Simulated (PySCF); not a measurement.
**A search over the determinants of KC**

Unrestricted PBE0; PySCF, no relativity, basis sets K pcseg-1, C pcseg-1. Outer shells of the fragments: K 4s1; C 2s2 2p2.

Followed along the bond (rough minima from three points):

| 2Ms+1 | unpaired | ⟨S²⟩ at the start | R at minimum (Å) | Te (eV) |
| --- | --- | --- | --- | --- |
| 4 | σ ↑, π ↑↑ | 3.75 | 2.53 | 0.00 |
| 2 | σ ↓, π ↑↑ | 1.76 | 2.54 | 0.75 |
| 2 | π ↑ | 0.92 | none in the scan | ≤ 1.57 |

Solutions found at the starting distance of 2.655 Å, counted from the lowest of them; the search is not exhaustive and high or unbound solutions are not listed, so other states can lie among these:

| 2Ms+1 | unpaired | term | E (eV) | ⟨S²⟩ | ⟨Lz²⟩ | μ (D) |
| --- | --- | --- | --- | --- | --- | --- |
| 4 | σ ↑, π ↑↑ | ⁴Σ⁻ | 0.00 | 3.75 | 0.00 | -9.30 |
| 2 | σ ↓, π ↑↑ | mixed | 0.74 | 1.76 | 0.00 | -8.71 |
| 2 | σ ↑, π ↑↓ | mixed | 0.75 | 1.75 | 2.01 | -9.08 |
| 2 | π ↑ | ²Π | 1.59 | 0.92 | 1.00 | -5.96 |
| 2 | σ ↑ | mixed | 1.91 | 0.75 | 2.00 | -8.90 |
| 2 | π ↑ | ²Π | 2.13 | 0.76 | 1.02 | -9.22 |

A term symbol is given only where ⟨S²⟩ and ⟨Lz²⟩ are close to those of a pure state; real π, δ and φ orbitals otherwise mix terms. A positive dipole means K(−)C(+).
